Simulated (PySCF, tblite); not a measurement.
A set of runs on `CS[SiH2]N([SiH2])[SiH3]` [radical]; the geometry of each is named by its level. Settings lines and outputs come from a driver script.

Species: CH10NSSi3 (doublet state).
Numbering: `[CH3:1][S:2][SiH2:3][N:4]([SiH2:5])[SiH3:6]` (hydrogens: H7, H8, H9 on C1; H10, H11 on Si3; H12, H13 on Si5; H14, H15, H16 on Si6)

Step 1: GFN2-xTB geometry optimisation, gas phase (tblite 0.8.0) (from a force-field or distance-geometry start)
```json
{"job": {"kind": "relax", "xc": "GFN2-xTB", "basis": "xTB"}, "charge": 0, "multiplicity": 2}
```
```
step      E/eV     max force
  0    -506.09226    1.582
  1    -506.20198    1.188
  2    -506.27461    0.645
...
210    -506.99056    0.022
211    -506.99063    0.027
212    -506.99069    0.018
213    -506.99073    0.011
214    -506.99077    0.009
```

Energy lowered by 20.7 kcal/mol over 214 steps; largest atomic force 0.009 eV/Å at the end. «max force» is the largest atomic force in eV/Å.

Hardware: one thread of an Arm Neoverse V1, no GPU, on a shared host. Cost: 1.9 s wall.

Step 2: GFN2-xTB harmonic vibrations, gas phase (tblite 0.8.0) (on the GFN2-xTB geometry)
```json
{"job": {"kind": "ir", "xc": "GFN2-xTB", "basis": "xTB"}, "charge": 0, "multiplicity": 2}
```
```
(table of modes left out)
```

42 modes from -13 to 3065 cm⁻¹ (unscaled, harmonic, a negative number standing for an imaginary wavenumber); zero-point energy 62.8 kcal/mol from the real modes; the lowest is imaginary at this level.

Hardware: an Arm Neoverse V1 with one thread, on a shared host. Cost: 0.74 s of wall time.

Step 3: UKS B3LYP, pcH-1 on C H N S Si, non-relativistic, mean-field spin-orbit, GIAO (PySCF 2.14.0) (on the GFN2-xTB geometry)
```json
{"job": {"kind": "epr", "basis": "pcH-1"}, "charge": 0, "multiplicity": 2}
```
```
...
E = -1365.62232146 Eh   <S^2> = 0.7514 (exact 0.7500)
g shifts (ppm)      1          2          3
  rmc          -148       -148       -148
  gc             28         19         35
  oz_so        -701       -255       1923
  total        -821       -383       1810
hyperfine (MHz)  atom isotope    a_iso     a_fc   dipolar eigenvalues
    0   13C      16.58      16.58     -2.50     -2.38      4.88
    1   33S      45.56      45.57     -2.41     -0.30      2.72
    2  29Si      -6.61      -6.62     -2.48      0.83      1.65
    3   14N       8.04       8.02     -3.28     -3.15      6.43
    4  29Si    -578.42    -579.52   -163.77     80.80     82.96
    5  29Si     -27.44     -27.46     -4.09      1.74      2.36
    6    1H       0.34       0.34     -1.53     -0.03      1.57
    7    1H      -1.69      -1.69     -1.58     -0.57      2.14
    8    1H       0.20       0.20     -1.54     -0.10      1.65
    9    1H       2.70       2.71     -1.22     -0.97      2.18
   10    1H      -0.81      -0.81     -1.20     -0.86      2.05
   11    1H      94.64      94.63     -8.81      1.00      7.80
   12    1H      48.47      48.46     -8.95      0.22      8.73
   13    1H      -0.04      -0.04     -1.96     -0.90      2.85
   14    1H      -0.98      -0.99     -1.19     -0.92      2.11
...
```

⟨S²⟩ 0.751; g_iso 2.0025. rmc, gc and oz_so are the mass-correction, gauge-correction and orbital-Zeeman/spin–orbit parts of the g shift along its three principal axes; a_iso is the isotropic hyperfine coupling and a_fc its Fermi-contact part. The log counts atoms from 0, this text from 1.

On one thread of an Arm Neoverse V1 (shared host), this took 2.0 min wall (with the writing of density and orbital grids) and 0.97 GiB of memory at its peak.

Geometry of the electronic-property runs (GFN2-xTB):
```
atom  x, y, z in Å
C1     3.2776   -0.3479    0.1583
S2     1.7249   -0.6972    1.0517
Si3    0.3916    0.2816   -0.2847
N4    -1.1665    0.0360    0.4088
Si5   -1.3331   -1.0654    1.7681
Si6   -2.4958    0.9282   -0.2720
H7     3.4154    0.7253    0.0778
H8     4.0850   -0.7856    0.7344
H9     3.2352   -0.7976   -0.8280
H10    0.7469    1.6979   -0.3715
H11    0.5066   -0.3353   -1.6078
H12   -1.3878   -2.4331    1.2560
H13   -2.5086   -0.6542    2.5318
H14   -3.7098    0.1721    0.0155
H15   -2.5344    2.2616    0.3271
H16   -2.2549    1.0227   -1.7094
```

 (This holds for the electronic-property runs.)

One conformer stands for the species.
